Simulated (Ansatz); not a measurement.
A nudged elastic band was laid between two geometries of CH7ClSiSn (11 atoms, charge 0, multiplicity 1).

Theory: RKS PBE-D4/def2-SVP in Ansatz 0.2.0.

* movable images: 6
* climbing image: no
* spring: 5.0 eV/Å²
* optimiser: quadratic models (default)
* start path: IDPP
* force threshold: 0.05 eV/Å
* iteration limit: 60
* end points: relaxed

First end point:

```xyz
11
Properties=species:S:1:pos:R:3
Cl -0.960 2.040 1.029
C 0.712 1.358 0.931
Si 0.610 -0.532 0.658
Sn -0.945 -0.967 -1.358
H 1.237 1.616 1.873
H 1.233 1.862 0.094
H 2.005 -1.058 0.418
H 0.070 -1.174 1.908
H -2.608 -0.882 -0.908
H -0.638 0.212 -2.586
H -0.650 -2.532 -2.038
```

Last end point:

```xyz
11
Properties=species:S:1:pos:R:3
Cl 0.083 2.476 -0.032
C 0.409 1.230 1.239
Si 0.868 -0.425 0.398
Sn -0.968 -0.976 -1.334
H -0.506 1.131 1.857
H 1.224 1.612 1.885
H 2.211 -0.276 -0.263
H 0.976 -1.490 1.461
H -2.515 -0.570 -0.677
H -0.743 -0.102 -2.804
H -0.975 -2.667 -1.707
```

Question: Which bonds break or form, and what moves?

Answer: No bond is made or broken. The dihedral Cl1–C2–Si3–Sn4 goes from 52 to -52°. The two ends are copies of one structure, up to a mirror image or an exchange of like atoms.

Question: What energy profile does the band end with?

Answer: The forces met the threshold. The highest image is number 3 of 0 to 7, 1.7 kcal/mol above the ends, which have the same energy within 2 meV. No image climbed, so the highest image needn't sit at the top of the path.

| image | path coordinate (Å) | energy (kcal/mol) | dihedral Cl1–C2–Si3–Sn4 (°) |
| --- | --- | --- | --- |
| 0 | 0.00 | 0.0 | 52 |
| 1 | 0.53 | 0.3 | 38 |
| 2 | 1.07 | 1.1 | 23 |
| 3 | 1.60 | 1.7 | 8 |
| 4 | 2.13 | 1.7 | -8 |
| 5 | 2.66 | 1.1 | -23 |
| 6 | 3.20 | 0.3 | -38 |
| 7 | 3.73 | 0.0 | -52 |

Question: What is the geometry of the highest image?

Answer: 
```xyz
11
Properties=species:S:1:pos:R:3
Cl -0.764 2.235 0.361
C 0.647 1.351 1.069
Si 0.735 -0.492 0.510
Sn -1.023 -0.972 -1.322
H 0.554 1.423 2.170
H 1.562 1.897 0.767
H 2.130 -0.775 0.013
H 0.501 -1.378 1.707
H -2.626 -0.761 -0.719
H -0.791 0.036 -2.703
H -0.860 -2.621 -1.832
```

Run time: 58 s on 2 threads of Intel(R) Xeon(R) Platinum 8375C CPU @ 2.90GHz (Ice Lake), on a shared host, peak memory 0.18 GiB.
